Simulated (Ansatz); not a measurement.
This geometry of CH3AsN (6 atoms, charge 0, multiplicity 2) is a first-order saddle point.

All numbers below come from UKS PBE0/def2-SVP in Ansatz.

```xyz
6
Properties=species:S:1:pos:R:3
C -0.202 0.183 -0.656
N -0.346 -1.065 0.017
As -0.444 0.485 1.228
H -0.735 0.486 -1.569
H 0.683 -0.731 -0.574
H 1.045 0.641 1.554
```

(1) Which two structures does it join? (They come from a converged band through this point; their orientation in space is the band's.)

(2) How far does it lie above each of them?

Answers

(1) Bonds broken: C1–H5. Bonds formed: N2–H5.

Image 0:

```xyz
6
Properties=species:S:1:pos:R:3
C -0.093 -0.107 -0.634
N -0.661 -0.961 0.324
As -0.365 0.814 1.075
H -0.765 0.242 -1.435
H 0.910 -0.372 -1.002
H 0.975 0.384 1.672
```

Image 6:

```xyz
6
Properties=species:S:1:pos:R:3
C -0.307 0.374 -0.677
N -0.088 -0.898 -0.221
As -0.430 0.311 1.255
H -1.012 0.659 -1.468
H 0.842 -1.312 -0.324
H 0.995 0.866 1.434
```

(2) 194.0 kJ/mol above the first and 162.8 kJ/mol above the second. This is the barrier of this one path; another mechanism may lie lower.

The run took 85 s on 2 threads of Arm Neoverse V1 (shared host), peak memory 0.2 GiB.
